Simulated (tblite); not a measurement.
C₅H₅BrFSi (doublet state).
Numbering: `[CH:1]#[C:2]/[CH:3]=[C:4](\[CH2:5])[Si@@H:6]([F:7])[Br:8]` (hydrogens: H9 on C1; H10 on C3; H11, H12 on C5; H13 on Si6)
Bond orders are those of one Lewis drawing.

Computed with GFN2-xTB (tblite), gas phase: L-BFGS steps from a force-field or distance-geometry start until the largest atomic force falls under 0.01 eV/Å.

Geometry at step 8:
```
atom  x, y, z in Å
C1      3.1031    0.4234   -0.3155
C2      2.0058    0.5769    0.1748
C3      0.6950    0.6627    0.5933
C4     -0.3185   -0.0911   -0.0324
C5     -0.0230   -1.0517   -0.9536
Si6    -2.0714    0.0959    0.6028
F7     -2.2985    1.4827    1.3762
Br8    -3.4330    0.1055   -1.1381
H9      4.0767    0.3227   -0.6977
H10     0.4744    1.2350    1.4849
H11     1.0015   -1.1654   -1.2625
H12    -0.7706   -1.6757   -1.4081
H13    -2.4458   -0.9205    1.5581
```

Problem. What forces act on the atoms?

Solution. 
```tsv
atom	Fx (eV/Å)	Fy (eV/Å)	Fz (eV/Å)
C1	0.058	0.044	0.028
C2	0.092	0.023	-0.094
C3	0.112	-0.095	0.180
C4	-0.050	-0.153	0.207
C5	0.046	0.247	-0.075
Si6	-0.090	-0.112	-0.084
F7	0.046	0.037	-0.074
Br8	0.009	0.012	0.151
H9	-0.042	0.035	0.064
H10	-0.005	0.132	-0.195
H11	-0.016	-0.187	-0.093
H12	-0.011	0.049	-0.031
H13	-0.150	-0.032	0.016
```

The largest, 0.26 eV/Å, acts on C4 (C5 within 3 % of it); the rms over all components is 0.102 eV/Å. The forces sum to zero within rounding, as they must for an isolated molecule in no field.

Problem. Give the force on C4 in Eh/bohr and in nN.

Solution. 0.262 eV/Å ÷ 51.422 = 0.00510 Eh/bohr, and 0.262 eV/Å × 1.602 = 0.42 nN.

Problem. How far is this geometry from the end of the optimisation?

Solution. 0.071 eV above it, and 0.138 Å rms away after alignment. The bonds farthest from their final lengths, with half the difference of the two atoms' forces along the bond (positive lengthens):

```tsv
bond	now (Å)	final (Å)	force along bond (eV/Å)
C4–Si6	1.874	1.881	-0.03
Si6–Br8	2.210	2.204	-0.12
Si6–F7	1.604	1.606	+0.06
C1–H9	1.051	1.049	-0.05
Si6–H13	1.444	1.446	+0.01
```

The angle farthest from its final value is C1–C2–C3, 172.7° against 179.6°.

What follows is the cost of the whole relaxation. Hardware: one thread, Arm Neoverse V1 (aarch64), shared host with 32 logical CPUs at a one-minute load of 9.1. Cost: 0.44 s.
